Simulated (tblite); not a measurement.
C6H7NSe.
Bonds: C1–C2 (double), C2–C3, C2–C4, C4–C5 (aromatic), C5–C6 (aromatic), C6–Se7 (aromatic), Se7–N8 (aromatic), C4–N8 (aromatic). Hydrogens: H9, H10 on C1; H11, H12, H13 on C3; H14 on C5; H15 on C6.

Computed with GFN2-xTB (tblite), gas phase: nudged elastic band of 9 images (0 to 8), spring 0.2 eV/Å², climbing image at the end, force threshold 0.05 eV/Å. No saddle search or frequency run followed, so the top image need not be a first-order saddle, and its height can exceed the method's true barrier by a kcal/mol or more.

Path: rotation about C4–C2 (substituted aromatic carbon, fully substituted alkene carbon), followed by the dihedral N8–C4–C2–C3, from 2° to -178°. Start geometry (image 0):
```
atom  x, y, z in Å
C1     -1.400   -1.270    0.537
C2     -0.882   -0.049    0.416
C3     -1.680    1.182    0.714
C4      0.498    0.184   -0.008
C5      1.431   -0.832   -0.374
C6      2.642   -0.324   -0.724
Se7     2.613    1.518   -0.591
N8      0.929    1.425   -0.063
H9     -2.419   -1.408    0.855
H10    -0.846   -2.168    0.331
H11    -2.689    0.926    1.023
H12    -1.194    1.756    1.500
H13    -1.720    1.817   -0.169
H14     1.200   -1.881   -0.376
H15     3.513   -0.869   -1.036
```

The first guess turns that dihedral rigidly in even steps and adds one set of random displacements (0.04 Å standard deviation a coordinate) to every inner image. Energies of the images above image 0 (eV) in the early part of the optimisation:

| iteration | 1 | 2 | 3 | 4 | 5 | 6 | 7 | 8 |
| --- | --- | --- | --- | --- | --- | --- | --- | --- |
| 0 | 0.974 | 1.009 | 1.057 | 1.069 | 1.050 | 1.057 | 1.134 | 0.022 |
| 10 | 0.051 | 0.094 | 0.153 | 0.179 | 0.156 | 0.116 | 0.089 | 0.022 |
| 20 | 0.015 | 0.057 | 0.117 | 0.143 | 0.119 | 0.077 | 0.049 | 0.022 |

**Question.** Where does the band end, and how far was the first guess from it?

**Answer.** Final energies, images 1 to 8: 0.007, 0.047, 0.108, 0.135, 0.110, 0.066, 0.035, 0.022 eV. The highest point drops from 1.13 eV (image 7) to 0.135 eV (image 4), by 1.00 eV. Image 4 moved by 0.06 Å rms, its dihedral from 96° to 92°. The end images are fixed. The true force on the top image ends at 0.037 eV/Å, and the largest on any image at 0.05 eV/Å; away from the top, the method drives only the force across the path to zero. The last saved iteration is 40.

What follows is the cost of the whole band run. The run took about 8 s of CPU time (one thread, shared machine).
